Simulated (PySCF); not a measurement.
Input for PySCF: R-B3LYP/LANL2DZ on stibine (SMILES [SbH3]), a point of a bond scan (R = 3.942 Å).

```python
from pyscf import gto, scf, dft, mp
from pyscf.data.elements import chemcore

mol = gto.M(
    atom='''
    Sb    0.00013491   -0.00052872    0.05360827
    H    -2.07875898   -2.49117050   -2.18533655
    H    -0.49764804    1.33580031   -0.89700800
    H     1.39449968   -0.22541911   -0.91716752
    ''',
    basis='lanl2dz',
    ecp={'Sb': 'lanl2dz'},
    charge=0, spin=0, verbose=3, max_memory=1800)
mf = dft.RKS(mol, xc='b3lyp')
mf.conv_tol = 1e-8
mf.max_cycle = 100
mf.kernel()
if not mf.converged:
    mf = mf.newton().run(mf.mo_coeff, mf.mo_occ)
```

Give the final energy of this run.

-7.0184 hartree.
